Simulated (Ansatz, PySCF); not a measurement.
Reaction (SMILES): [SiH2]P -> [SiH2-]P (an electron is taken up)
Each molecule is optimised on its own at B3LYP-D3(BJ)/def2-TZVP (Ansatz, a quantum-chemistry and plane-wave program), one conformer each, not searched for the lowest.

Property: adiabatic electron affinity (0 K, with B3LYP-D3(BJ) harmonic zero-point energies from PySCF), positive where the reaction releases energy, in eV. Valence correlation only, unless marked. Open shells are spin-unrestricted. No spin-orbit coupling. Non-relativistic. Anions need diffuse functions: aug- sets have them; def2-D sets add few; the other sets have none. CBS(X,Y): correlation extrapolated as X^-3; Hartree-Fock from the larger set. [CCSD(T)-MP2]/basis is that difference in the basis named.

RI-MP2/CBS(aug-cc-pV(T+d)Z,aug-cc-pV(Q+d)Z)+[CCSD(T)-MP2]/aug-cc-pV(T+d)Z (Ansatz) gives 1.70 eV.

### Question
Another calculation gave 1.59 eV. Which level was it?
A. HF/def2-TZVPD (PySCF)
B. SVWN5/def2-TZVPD (Ansatz)
C. PW6B95/def2-TZVPD (PySCF)
D. BHLYP/def2-TZVPD (Ansatz)

### Answer
C, PW6B95/def2-TZVPD (PySCF). The others give 1.75 (SVWN5), 1.39 (BHLYP), 0.47 (HF) eV.
